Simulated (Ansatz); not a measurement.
The cluster Pd3Au, relaxed as a doublet with UKS B3LYP-D4/def2-SVP in Ansatz, starting from the GFN1-xTB geometry. Force threshold 0.02 eV/Å.

In the def2 sets Au, Pd take a core potential; there is no spin–orbit coupling. The structure comes from a short search, and lower isomers may exist.

Start:

```xyz
4

Pd    0.377   -1.011    1.154
Pd    1.268    0.187   -0.922
Pd   -0.339    1.395    0.659
Au   -1.306   -0.570   -0.890
```

Question: Estimate the energy that the relaxation releases and the steps that it takes.

Answer: 1.9 kcal/mol, in 4 steps; 50 s on 2 threads of AMD EPYC 7R13 on a shared host. No frequencies were taken in this run, so the end may be a saddle point.

Question: Does the start keep its bonding and symmetry?

Answer: By distances, no bond broke or formed. The bond that changes most is Pd1–Pd2, from 2.56 to 2.64 Å (atoms count from 1). Point group C3v at the start, C3v at the end, both within 0.05 Å.

Question: Predict the relaxed structure.

Answer: 
```xyz
4

Pd    0.383   -1.045    1.186
Pd    1.303    0.191   -0.956
Pd   -0.355    1.436    0.677
Au   -1.331   -0.582   -0.907
```
Bond lengths (bridged metal pairs left out): 3 × Pd–Pd 2.64 Å; 3 × Au–Pd 2.74 Å.
